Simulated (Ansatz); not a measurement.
`B[SiH2]CS` + `BO` → `BO[SiH2]B` + CH₃SH at 600 K and 1 bar (ligand exchange at the Si–C bond).

Program: Ansatz. Geometries: PBE0-D4/def2-TZVP. ΔE: electronic, gas phase. CBS: MP2 limit from def2 TZ/QZ plus the TZ coupled-cluster correction, frozen cores. This one scheme is used for every species. One conformer a species, not always the lowest.

| species | CCSD(T)/CBS energy (Eh) | H − E (kJ/mol) | S (J/(mol·K)) |
| --- | --- | --- | --- |
| `B[SiH2]CS` | -753.86807 | 257.6 | 456.0 |
| `BO` | -101.80414 | 119.7 | 267.1 |
| `BO[SiH2]B` | -417.47687 | 224.3 | 423.6 |
| CH₃SH | -438.22835 | 152.3 | 296.8 |

H − E and S are ideal-gas, rigid-rotor, harmonic terms from PBE0-D4/def2-TZVP, for one conformer and one mirror image of each species. 1 Eh = 2625.50 kJ/mol, R = 8.31446 J/(mol·K).

By hand: ΔE, ΔH, ΔS and ΔG.

ΔE = (-417.47687) + (-438.22835) − (-753.86807) − (-101.80414) = -0.03301 Eh = -86.7 kJ/mol. Δ(H − E) = 224.3 + 152.3 − 257.6 − 119.7 = -0.7, so ΔH = -87.4 kJ/mol. ΔS = 423.6 + 296.8 − 456.0 − 267.1 = -2.7 J/(mol·K). ΔG = -87.4 − 600 × (-2.7)/1000 = -85.8 kJ/mol.

By hand: the equilibrium constant, and the temperature at which ΔG would vanish if ΔH and ΔS stayed fixed.

log₁₀ K = −ΔG/(RT ln 10) = 7.5. ΔG = 0 at ΔH/ΔS = 32370 K, far beyond where these terms or the molecules hold.

The number of gas molecules stays the same, so ΔS is small and ΔH decides. A doubt of 5 kJ/mol in ΔE shifts log₁₀ K by 0.4 here. Other conformers and mirror images would add mixing entropy, several J/(mol·K) or more a flexible species. Modes under 60 cm⁻¹, often nearly free rotors, make the harmonic entropy too high. These are equilibria of isolated gas molecules and say nothing of rates. Largest T1 diagnostic: 0.014 (customary marks: 0.02 for closed shells, 0.045 for open ones).
